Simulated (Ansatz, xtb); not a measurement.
## Ligand exchange: C2H6 + SnH3Cl → CH3Cl + SnH3(CH3)

Species: C2H6 `CC`, singlet; SnH3Cl `[Cl][SnH3]`, singlet; CH3Cl (chloromethane) `CCl`, singlet; SnH3(CH3), singlet. The partners trade CH3 for Cl: C–CH3 and Sn–Cl bonds give way to C–Cl and Sn–CH3.

Shapes, held fixed at every level: PBE0-D4/def2-TZVP. Programs: Ansatz 0.2.0, xtb 6.7.1. The zero-point and thermal change to 298 K, harmonic and unscaled (PBE0-D4/def2-TZVP), is -5.0 kJ/mol.

Question: Estimate ΔH(298 K) of this reaction.

Answer: The highest level, CCSD(T)/def2-TZVPP, gives ΔH(298 K) = +120.9 kJ/mol; the levels span +120.9 to +158.5. The column of differences is taken from that level and isn't an error. No measured value is set beside it here. For atoms past krypton def2 sets carry core potentials with scalar relativity. Outer-core shells of Sn are correlated, in sets that cover them unevenly. CCSD(T)/def2-TZVPP lies outside the range of all other levels here, so it shouldn't be taken on trust. Times are processor times on shared x86 and Arm servers, and rough.

```tsv
level	kind	ΔH(298 K) (kJ/mol)	less CCSD(T)/def2-TZVPP	CPU time (sum over the molecules)
GFN2-xTB	semi-empirical	+158.5	+37.6	0.14 s
r2SCAN-D4/def2-TZVPP	meta-GGA	+129.1	+8.2	15 s
B3LYP-D4/def2-TZVPP	global hybrid	+127.7	+6.8	11 s
PBE0-D4/def2-TZVPP	global hybrid	+126.5	+5.6	7.9 s
r2SCAN0-D4/def2-TZVPP	global hybrid	+131.2	+10.3	13 s
CCSD(T)/def2-SVP	coupled cluster or CI	+141.0	+20.1	5.2 s
CCSD/def2-TZVPP	coupled cluster or CI	+123.8	+2.9	–
CCSD(T)/def2-TZVPP	coupled cluster or CI	+120.9	0.0	53 s
```
